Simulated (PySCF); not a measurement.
Species: C6H6NS (charge +1).
SMILES with atom numbers: `[CH2:1]=[N:2][c:3]1[cH:4][cH:5][s+:6][cH:7][cH:8]1`

Geometry (GFN2-xTB, Å), atoms numbered from 1 in this order:
```
atom  x, y, z in Å
C1    -2.588   -0.979    0.035
N2    -1.416   -0.712    0.333
C3    -0.264   -0.152    0.094
C4     0.009    1.147    0.616
C5     1.219    1.745    0.536
S6     2.616    1.070   -0.182
C7     2.033   -0.452   -0.697
C8     0.769   -0.906   -0.535
H9    -3.179   -1.581    0.717
H10   -3.062   -0.639   -0.885
H11   -0.805    1.672    1.097
H12    1.373    2.735    0.939
H13    2.778   -1.058   -1.190
H14    0.515   -1.891   -0.900
```

Probes without a nucleus sit at each ring's centroid and 1 Å off its mean plane on both sides; NICS is minus the shielding there, NICSzz its component along the normal. Level: GIAO PBE0/pcSseg-1 (PySCF, non-relativistic, gas phase) on the GFN2-xTB geometry, one conformer.

Ring bond lengths (Å), with Mayer bond orders in brackets: C3–C4 1.426 (1.20), C4–C5 1.353 (1.61), C5–S6 1.709 (1.20), S6–C7 1.709 (1.20), C7–C8 1.353 (1.61), C8–C3 1.426 (1.20).

Question: Give the NICS values of each ring in ppm.

Answer: 
| ring | type | NICS(0) | NICS(1), two faces | NICS(1)zz, two faces | rms pucker (Å) | centre to ring atoms, mean (Å) |
| --- | --- | --- | --- | --- | --- | --- |
| C3–C4–C5–S6–C7–C8 | 6-membered ring with S; formal bonds all aromatic | -5.1 | -6.9 / -7.2 | -14.5 / -14.7 | 0.00 | 1.49 |

Question: What do they say, and how far can they be read as aromaticity?

Answer: 
- C3–C4–C5–S6–C7–C8: mean NICS(1)zz -14.6 ppm, shielded.

Question: How equal are the bonds by HOMA? HOMA takes Krygowski's 1993 parameters.

Answer: 
- C3–C4–C5–S6–C7–C8: HOMA 0.74; the largest term is that of C3–C4, α(R − Ropt)² = 0.37.

Question: Give the inner angles of the rings and the Hirshfeld charges of the ring atoms.

Answer: 
- C3–C4–C5–S6–C7–C8: C3 120.3° (+0.121 e), C4 123.5° (-0.026 e), C5 125.6° (+0.003 e), S6 101.5° (+0.266 e), C7 125.6° (+0.003 e), C8 123.5° (-0.026 e); sum 720.0° against 720° for a flat convex ring.

Question: What are the shieldings of the ring atoms and their hydrogens in the same run (means over atoms taken as equivalent)?

Answer: 
```json
{"atoms": "C3", "environment": "aromatic carbon bearing nitrogen", "σ isotropic (ppm)": "35.5", "principal values of the symmetric part, first atom (ppm)": "-25.7, -14.3, 146.5"}
{"atoms": "C4 (×2)", "environment": "aromatic CH carbon", "σ isotropic (ppm)": "63.7", "principal values of the symmetric part, first atom (ppm)": "-32.6, 54.8, 169.0"}
{"atoms": "C5 (×2)", "environment": "aromatic CH next to a ring sulfur", "σ isotropic (ppm)": "26.6", "principal values of the symmetric part, first atom (ppm)": "-91.8, 3.5, 168.2"}
{"atoms": "S6", "environment": "ring sulfur", "σ isotropic (ppm)": "264.0", "principal values of the symmetric part, first atom (ppm)": "-17.8, 205.5, 604.2"}
{"atoms": "H11 (×2)", "environment": "aromatic hydrogen", "σ isotropic (ppm)": "24.17", "principal values of the symmetric part, first atom (ppm)": "20.3, 24.6, 27.6"}
{"atoms": "H12 (×2)", "environment": "aromatic hydrogen", "σ isotropic (ppm)": "22.76", "principal values of the symmetric part, first atom (ppm)": "19.7, 22.7, 25.9"}
```
